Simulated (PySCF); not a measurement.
## Bond length, frequency and bond energy of BeO by level of theory

State: ¹Σ⁺ (singlet), closed shell. Set-up: PySCF, no relativity, basis sets Be pcseg-2, O pcseg-2. De refers to Be + O in their high-spin ground configurations, without counterpoise correction. A positive dipole means Be(−)O(+).

| Level | Re (Å) | ωe (cm⁻¹) | De (eV) | μ (D) | CPU s a point (SCF and correlation, without the integrals) |
| --- | --- | --- | --- | --- | --- |
| RHF | 1.296 | 1727 | 1.66 | -7.28 | 0.052 |
| RHF-MP2 | 1.348 | 1394 | 5.16 | n/a | 0.076 |
| RHF-SCS-MP2 | 1.342 | 1422 | 4.84 | n/a | n/a |
| RHF-CCSD | 1.323 | 1540 | 3.99 | n/a | n/a |
| RHF-CCSD(T) | 1.339 | 1443 | 4.30 | n/a | 0.85 |
| LDA | 1.330 | 1514 | 6.21 | -6.00 | 0.29 |
| PBE | 1.344 | 1475 | 5.21 | -5.88 | 0.41 |
| r²SCAN | 1.333 | 1529 | 4.89 | -6.27 | 0.64 |
| r²SCANh | 1.327 | 1556 | 4.68 | -6.43 | 0.69 |
| PBE0 | 1.323 | 1568 | 4.55 | -6.42 | 0.72 |
| B97-3 | 1.320 | 1584 | 4.65 | -6.48 | 0.36 |

Task: Which functional lies closest to RHF-CCSD(T) in De, which farthest, and by how much do they differ from it?

Result: Closest is PBE0 (-1.6 pm in Re, +8.7 % in ωe, +0.25 eV in De against RHF-CCSD(T) in the same basis), farthest LDA (-0.9 pm in Re, +4.9 % in ωe, +1.91 eV in De). CCSD(T) converges more slowly with the basis than the functionals do and binds too weakly in this one, so the order can change at the basis-set limit.

Task: What does the gradient correction do here, going from LDA to PBE?

Result: PBE less LDA: +1.4 pm in Re, -2.6 % in ωe, -1.00 eV in De. The gradient correction favours the more uneven density of free atoms, so it tends to lengthen bonds and takes away much of the overbinding of LDA; so it does here.

Task: What does second-order correlation do here, going from RHF to RHF-MP2?

Result: RHF-MP2 less RHF: +5.2 pm in Re, -19.3 % in ωe, +3.50 eV in De. Correlation nearly always deepens the well. The bond lengthens, as in strong covalent bonds, where excitations into antibonding orbitals dominate.

Measured (Huber and Herzberg, Constants of Diatomic Molecules (1979)): Re = 1.3309 Å, ωe = 1487.32 cm⁻¹.

Correlated steps freeze 1 core orbital. Where the molecule has an RHF reference, its open-shell atoms are computed with UHF. The CCSD T1 diagnostic is raised, a sign that a single reference may not be enough here.

The whole job (state search and all levels along the bond) took about 1.2 min on 1 thread of Arm Neoverse V1 (shared host), peak memory 0.54 GiB.
